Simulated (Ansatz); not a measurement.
The cluster As₂S₂⁺. Charge 1, multiplicity 2. Geometry r2SCAN-D4/def2-SVP, that of the neutral singlet; atoms count from 1.

```xyz
4

As    0.862   -0.678   -0.708
As    0.085    0.307    1.265
S    -1.235   -1.184    0.105
S     0.288    1.554   -0.663
```

The structure comes from a short search, and lower isomers may exist.

(1) Estimate the Mulliken populations from the PBE0/def2-TZVP orbitals of Ansatz.

(2) Where does the spin sit?

(3) And the Mayer bond orders between bonded heavy atoms (over 0.3)?

Results:

(1) 
| atom | charge (e) | spin (α − β) |
| --- | --- | --- |
| As1 | 0.49 | 0.13 |
| As2 | 0.49 | 0.13 |
| S3 | 0.01 | 0.37 |
| S4 | 0.01 | 0.37 |
Mulliken values and Mayer orders depend strongly on the basis.

(2) Summed by element: As 0.26, S 0.74, of 1 unpaired in all. Largest on single atoms: S4 0.37, S3 0.37, As2 0.13.

(3) As1–As2 0.82 (2.34 Å); As1–S3 1.09 (2.31 Å); As1–S4 1.09 (2.30 Å); As2–S3 1.09 (2.30 Å); As2–S4 1.09 (2.31 Å).
